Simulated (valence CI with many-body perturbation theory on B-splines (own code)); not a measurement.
# Questions on W⁶⁸⁺

Level of theory: configuration interaction combined with many-body perturbation theory (CI+MBPT): four valence electrons over a frozen Dirac-Fock core [He], radial functions for each j: 11 s, 11 p, 9 d, 7 f, 5 g, 2 h, 1 i, with the one-electron correlation potential Σ1 (screened to all orders), the two-electron term Σ2, the three-electron term Σ3, Breit, model QED; selected single and double excitations, second order for the rest (own B-spline code, finite nucleus).

No measured spectrum was set against this ion. As an estimate, large intervals hold to a few tenths of a per cent, small ones and those within an open d or f shell to about a per cent. Among the levels kept, up to 270 cm⁻¹ of a level comes from second order outside the variational space, and about a tenth of that is noise between levels of different J, which matters for small intervals.

Levels are named by their leading jj configuration (3d3/2^4 stands for four electrons in 3d with j = 3/2), which in mixed levels can hold well under half, so a name can repeat and another be missing.

Rates and lifetimes use the calculated energies. Strong lines usually hold to 10 to 20 %, long lifetimes can be off by a factor of two.

Problem. What is the ground level?

Solution. (2s^2 2p1/2^2) J=0, composition 68 % 2s²2p² ³P + 32 % 2s²2p² ¹S.

Problem. Name the longest-lived excited levels whose lifetime is computed, and their main decay.

Solution. (2s^2 2p1/2 2p3/2) J=2 at 105.07 Ry lives 11.0 ns, mostly by E2 to (2s^2 2p1/2^2) J=0; (2s^2 2p1/2 2p3/2) J=1 at 103.73 Ry lives 58.0 ps, mostly by M1 to (2s^2 2p1/2^2) J=0; (2s 2p1/2^2 2p3/2) J=2 at 125.94 Ry lives 30.1 ps, mostly by E1 to (2s^2 2p1/2 2p3/2) J=1.

Problem. Among levels below 946.21 Ry, which E1 lines absorb most strongly from the ground level?

Solution. to (2s^2 2p1/2 3d3/2) J=1 at 0.1124 nm, f = 1.08; to (2s 2p1/2^2 3p1/2) J=1 at 0.1150 nm, f = 0.324; to (2s 2p1/2^2 3p3/2) J=1 at 0.1105 nm, f = 0.292.

Problem. Where does the other parity begin?

Solution. At (2s 2p1/2^2 2p3/2) J=2, 125.94 Ry.

Problem. How well does LS coupling describe the low levels?

Solution. Among the lowest 20 levels the leading LS term, summed over configurations, holds 67 % on average. For single configurations the figures are 67 % in LS and 100 % in jj coupling. Terms mix most in the J = 1 level at 132.42 Ry, where the leading one holds 31 %.

Problem. What are the static dipole polarisabilities of the lowest levels?

Solution. (2s^2 2p1/2^2) J=0 7.57e-05 bohr³, of which the core gives 2.19e-07.

Problem. What is the ionisation energy?

Solution. 18419 eV; NIST lists 18476 ± 4 eV (semi-empirical).
